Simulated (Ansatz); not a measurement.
Two isomers of CH5BFN: A = `NCBF`, B = `CNBF`.

Isolated molecules relaxed with PBE0-D4/def2-TZVP in Ansatz; ΔE leaves out vibrations. CCSD(T)/CBS is the MP2 limit (def2-TZVPP, def2-QZVPP) plus CCSD(T) − MP2 in def2-TZVPP, frozen cores. This one scheme is used for every species. DFT in def2-TZVPP. B3LYP here is the variant with VWN-RPA as its local correlation; programs differ in this. Each species was taken in one conformer, which may not be the lowest.

Q: Which is lower in electronic energy at CCSD(T)/CBS, and by how much? (An estimate is asked.)

A: The calculation gave: B, by 32.7 kcal/mol.

Q: Give E(B) − E(A) in kcal/mol with PBE0-D4, BLYP-D4, MP2/def2-TZVPP, CCSD/def2-TZVPP, CCSD(T)/def2-TZVPP, HF/def2-TZVPP, B3LYP-D4. (An estimate is asked.)

A: Computed: PBE0-D4 -32.7, BLYP-D4 -33.4, MP2/def2-TZVPP -33.6, CCSD/def2-TZVPP -33.1, CCSD(T)/def2-TZVPP -33.2, HF/def2-TZVPP -33.6, B3LYP-D4 -33.6. None reverses the order clearly.

Q: Does the order hold for the free energy at 298.15 K (harmonic terms from PBE0-D4)? (An estimate is asked.)

A: Ansatz gave: Yes: G(B) − G(A) = -31.5 kcal/mol, for one conformer each.

Largest T1 diagnostic: 0.012.

Leaving LDA and LC-ωPBE aside and taking each functional with its dispersion term where it has one, the values, not all of them listed here, spread over 1.9 kcal/mol, from BHLYP-D4 to revPBE-D4. LDA lies −1.3 kcal/mol from PBE without D4. At CCSD(T), def2-SVP lies −3.8 kcal/mol from the extrapolated value and def2-TZVPP −0.4 kcal/mol.
